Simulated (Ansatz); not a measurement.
Two isomers of CH5NSSi: A = `N=C([SiH3])S`, B = `NC1[SiH2]S1`.

Gas-phase electronic energies from Ansatz, PBE0-D4/def2-TZVP geometries. CCSD(T)/CBS is the MP2 limit (def2-TZVPP, def2-QZVPP) plus CCSD(T) − MP2 in def2-TZVPP, frozen cores. DFT in def2-TZVPP. B3LYP here is the variant with VWN-RPA as its local correlation; programs differ in this. Each species was taken in one conformer, which may not be the lowest.

Which isomer does CCSD(T)/CBS put lower? Give the gap. (Estimate.)

Ansatz gave: B, by 13.4 kcal/mol.

Give E(B) − E(A) in kcal/mol with B3LYP, PBE0-D4, BLYP-D4, LDA (SPW92), B2PLYP, r2SCAN-D4, ωB97M-V. (An estimate is asked.)

Computed: B3LYP -10.8, PBE0-D4 -16.6, BLYP-D4 -8.6, LDA (SPW92) -19.1, B2PLYP -11.8, r2SCAN-D4 -14.9, ωB97M-V -13.6. None reverses the order clearly.

Does the order hold for the free energy at 298.15 K (harmonic terms from PBE0-D4)? (Best estimate.)

Computed: Yes: G(B) − G(A) = -7.5 kcal/mol, for one conformer each. Modes under 60 cm⁻¹, often nearly free rotors, make the harmonic entropy too high.

Largest T1 diagnostic: 0.014.

In def2-TZVPP, CCSD(T) changes the Hartree–Fock value by −3.5 kcal/mol (the triples alone add −0.2 kcal/mol) and MP2 by −7.0 kcal/mol. From BLYP to BHLYP (50 % exact exchange), in def2-TZVPP and without D4, E(B) − E(A) moves by −3.4 kcal/mol.
